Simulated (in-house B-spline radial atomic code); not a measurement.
The xenon ion Xe³⁺ is squeezed into an impenetrable sphere of radius R (the orbitals vanish at R). Caution: exact exchange at fractional occupations of open shells leaves self-interaction of up to several eV. Computed with a B-spline radial code for spherical atoms: non-relativistic PBE0, spin-polarised, spherical fractional occupations, point nucleus.

Energies in eV above the free ion in [Kr] 4d10 5s2 5p3:

| R (bohr) | highest level (eV) | [Kr] 4d10 5s2 5p3 | [Ar] 3d10 4s2 4p5 4d10 4f1 5s2 5p3 | [Ar] 3d9 4s2 4p6 4d10 4f1 5s2 5p3 | -dE/dV in [Kr] 4d10 5s2 5p3 (GPa) |
| --- | --- | --- | --- | --- | --- |
| 7.32 | -39.4 | 0.0003497 | 162.2 | 707.4 | 0.00161 |
| 6.98 | -39.4 | 0.0009305 | 162.2 | 707.4 | 0.00466 |
| 5.05 | -39.3 | 0.1821 | 162.4 | 707.6 | 1.59 |
| 4.49 | -38.9 | 0.7549 | 163.1 | 708.2 | 8.02 |
| 3.59 | -36.2 | 6.594 | 169.1 | 714 | 103 |
| 3.15 | -32.1 | 18.21 | 181 | 725.5 | 361 |
| 2.69 | -21.9 | 52.19 | 215.8 | 759.2 | 1430 |
| 2.2 | 6.97 | 166.5 | 332.8 | 872.5 | 7290 |
| 1.81 | 69.2 | 457.8 | 630.2 | 1160 | 33100 |
| 1.46 | 215 | 1282 | 1467 | 1976 | 163000 |

(1) Does [Ar] 3d10 4s2 4p5 4d10 4f1 5s2 5p3 fall below [Kr] 4d10 5s2 5p3 under compression?

(2) Does [Ar] 3d9 4s2 4p6 4d10 4f1 5s2 5p3 fall below [Kr] 4d10 5s2 5p3 under compression?

The highest level is first positive in the row R = 2.2 bohr, pushed up by confinement above the zero of the free ion's potential. Each configuration is held fixed and needn't be the lowest in the sphere.

Answers

(1) No, it stays above over the whole range.

(2) No, it stays above over the whole range.
